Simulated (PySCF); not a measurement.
## Working out the ionisation energy of Hg²⁺

Hg²⁺ [Xe] 4f14 5d10 (1S) → Hg³⁺ [Xe] 4f14 5d9 (2D). Computed with PySCF 2.14 in x2c-TZVPPall (11s7p7d3f1g, 97 functions), with the spin-free X2C one-electron Hamiltonian (Gaussian nucleus). Frozen: [Xe] 4f14. Energies in hartree (1 hartree = 27.21139 eV):

```
            part   Hg²⁺ (lower)   Hg³⁺ (upper)
             UHF  -19618.963972  -19617.731845
CCSD correlation      -0.288986      -0.235451
             (T)      -0.008008      -0.005497
```

Problem. What does Hartree-Fock give?

Solution. (-19617.731845) − (-19618.963972) = 1.232127 hartree = 33.528 eV.

Problem. What do CCSD and CCSD(T) give?

Solution. The CCSD correlation energies differ by 0.053535 hartree = 1.457 eV and the triples by 0.002511 hartree = 0.068 eV, so CCSD gives 34.985 eV and CCSD(T) 35.053 eV.

A first-order spin-orbit estimate adds -0.827 eV to CCSD(T) (valence), giving 34.226 eV against 34.49 ± 0.05 eV (measured; NIST Atomic Spectra Database, ionization energies).

What remains against the reference includes basis incompleteness, the frozen core and higher excitations.
